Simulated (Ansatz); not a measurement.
Compare A (`OC1CC[Se]1`) with its isomer B (`OC1([SeH])CC1`).

Program: Ansatz. Geometries: PBE0-D4/def2-TZVP. ΔE: electronic, gas phase. CCSD(T)/CBS is the MP2 limit (def2-TZVPP, def2-QZVPP) plus CCSD(T) − MP2 in def2-TZVPP, frozen cores. Functionals use def2-TZVPP. B3LYP here is the variant with VWN-RPA as its local correlation; programs differ in this. For Se outer-core shells are correlated without core-valence functions, which leaves a few kJ/mol of doubt a bond. Scalar relativity is left out up to krypton. Each species was taken in one conformer, which may not be the lowest.

Task: Which is lower in electronic energy at CCSD(T)/CBS, and by how much? (Best estimate.)

Result: The calculation gave: A, by 12.1 kcal/mol.

Task: Give E(B) − E(A) in kcal/mol with PBE-D4, r2SCAN-D4, PBE0-D4, B3LYP, CCSD/def2-TZVPP, HF/def2-TZVPP, B3LYP-D4. (Estimate.)

Result: The calculation gave: PBE-D4 10.8, r2SCAN-D4 9.7, PBE0-D4 10.3, B3LYP 10.4, CCSD/def2-TZVPP 11.1, HF/def2-TZVPP 9.3, B3LYP-D4 10.8. None reverses the order clearly.

Largest T1 diagnostic: 0.010.

In def2-TZVPP, CCSD(T) changes the Hartree–Fock value by +2.4 kcal/mol (the triples alone add +0.6 kcal/mol) and MP2 by +1.9 kcal/mol.
